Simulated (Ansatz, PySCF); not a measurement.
Gas-phase reaction in SMILES: B[NH] (BNH3) -> B[NH-] (an electron is taken up)

Wanted: adiabatic electron affinity (0 K, with zero-point energies), in eV. Positive where the reaction releases energy. Conventions: valence correlation only; open shells spin-unrestricted; six Cartesian d functions in 6-31G* and its kin unless marked 5d; dispersion terms only where a functional's name holds one; non-relativistic; 6-311+G** with 5d; spin-orbit terms left out; LANL2DZ all-electron up to Ne. First-principles rows: single points at B3LYP-D3(BJ) geometries (Ansatz, a quantum-chemistry and plane-wave program), with unscaled harmonic terms from B3LYP/6-31G* (Ansatz) at its own minima. Anions need diffuse functions, which STO-3G, LANL2DZ, def2-SVP, cc-pVDZ and Pople sets without + lack.

```csv
level,program,"adiabatic electron affinity (0 K, with zero-point energies) (eV)"
HF/STO-3G,Ansatz,-3.69
SVWN5/6-31G*,Ansatz,1.31
PBE/LANL2DZ,Ansatz,1.23
PBE/6-311+G**,Ansatz,1.85
B3LYP/6-31G,Ansatz,1.05
B3LYP/6-31G*,Ansatz,1.23
B3LYP/def2-SVP,Ansatz,1.44
B3LYP/cc-pVDZ,Ansatz,1.44
M06-2X/6-31G* (5d),PySCF,1.37
M06-2X/6-311+G**,PySCF,1.91
MP2/LANL2DZ,Ansatz,1.16
MP2/6-31G*,Ansatz,1.23
MP2/6-311+G**,Ansatz,2.06
B3PW91/6-31G* (5d),PySCF,1.27
B3LYP-D3(BJ)/def2-TZVPD,Ansatz + dftd3,1.86
```

No value to compare with is used here. The 14 habitual levels span -3.69 (HF/STO-3G) to 2.06 eV (MP2/6-311+G**); B3LYP-D3(BJ)/def2-TZVPD gives 1.86.

The levels are drawn from those run, B3LYP/6-31G* more often than the rest, none by its result; left out are runs that failed, that the program found above a lower state of the same kind, or whose <S^2> lies over 0.5 above the pure value.
